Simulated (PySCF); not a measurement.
A structure optimised at PBE0-D3(BJ)/def2-SVP, used in a PySCF frequency run:

```
N
H 1 1.0206
H 1 1.0206 2 108.69
H 1 1.0206 2 108.69 3 -118.15
B 1 1.6766 2 110.24 4 -120.93
F 5 1.3660 1 103.85 2 180.00
F 5 1.3660 6 114.46 1 -112.52
F 5 1.3660 6 114.46 7 -134.95
```
Charge 0, spin multiplicity 1.

Write its SMILES, formula and point group.

[NH3+][B-](F)(F)F, BF₃H₃N, C3v

What are its rotational constants (standard atomic weights)?

4.9051, 4.6786, 4.6786 GHz
